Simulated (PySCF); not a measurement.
NMR parameters from quadrupole coupling constants

Compound: C2H5BO2.
Cartesian coordinates in Å at the PBE0-D3(BJ)/def2-SVP level; atoms count from 1:
```
atom  x, y, z in Å
B1    -0.0168    1.4732   -0.2087
O2     1.1132    0.7276   -0.3404
C3     0.7814   -0.6284   -0.0831
C4    -0.7277   -0.6147    0.2436
O5    -1.1172    0.7444    0.1201
H6    -0.0399    2.6621   -0.3677
H7     1.3924   -1.0016    0.7542
H8     1.0171   -1.2364   -0.9709
H9    -1.3179   -1.2297   -0.4541
H10   -0.9421   -0.9640    1.2663
```

Computed at PBE0/pcSseg-1 (PySCF, non-relativistic):

```json
{"atom": "B1", "environment": "three-coordinate boron", "nucleus": "11B", "spin I": "3/2", "Q (b)": "0.04059", "CQ = χzz (MHz)": "3.333", "η": "0.480"}
{"atom": "O2", "environment": "boron-bound oxygen", "nucleus": "17O", "spin I": "5/2", "Q (b)": "-0.0256", "CQ = χzz (MHz)": "-9.489", "η": "0.154"}
```

Task: Work back to Vxx, Vyy and Vzz; CQ/MHz = 234.96 (Q/b)(Vzz/au).

Result: Vxx = −Vzz(1 − η)/2 and Vyy = −Vzz(1 + η)/2, in au:

| atom | Vxx (au) | Vyy (au) | Vzz (au) | Vzz (10²¹ V/m²) |
| --- | --- | --- | --- | --- |
| B1 | -0.091 | -0.259 | 0.349 | 3.40 |
| O2 | -0.667 | -0.910 | 1.577 | 15.33 |

Task: At 7.05 T, set νQ = 3|CQ|/[2I(2I − 1)] beside the Larmor frequency (|g| × 7.62259 MHz/T × B; g(11B) = 1.79243, g(17O) = −0.75752), and give PQ = |CQ|√(1 + η²/3).

Result: 
```
atom  PQ (MHz)  νQ (MHz)  ν0 (MHz)  νQ/ν0
  B1     3.459     1.667     96.32  0.017
  O2     9.526     1.423     40.71  0.035
```

For B1: PQ = 3.333 × 1.0377, νQ = 3.333 × 0.5000, ν0 = 13.6630 MHz/T × 7.05 T.

Task: For half-integer spins with νQ below a tenth of ν0, find the second-order shift of the centre of gravity of the central transition at 7.05, 14.1 and 18.8 T.

Result: δ = −(3/40)(PQ/ν0)² [I(I + 1) − 3/4]/[I²(2I − 1)²], in ppm:

```
     site  7.05 T  14.1 T  18.8 T
11B at B1   -32.2   -8.06   -4.53
17O at O2    -329   -82.1   -46.2
```

Solvent, lattice and vibrations would change these gradients. Geometry: PBE0-D3(BJ)/def2-SVP; no solvent, vibrations or thermal averaging. With so small a basis the couplings can be 20 % off.

The run behind these numbers computed NMR shieldings as well. Time: 5.8 s of wall time; peak memory 0.51 GiB. Hardware: Arm Neoverse V2, one thread (shared host).
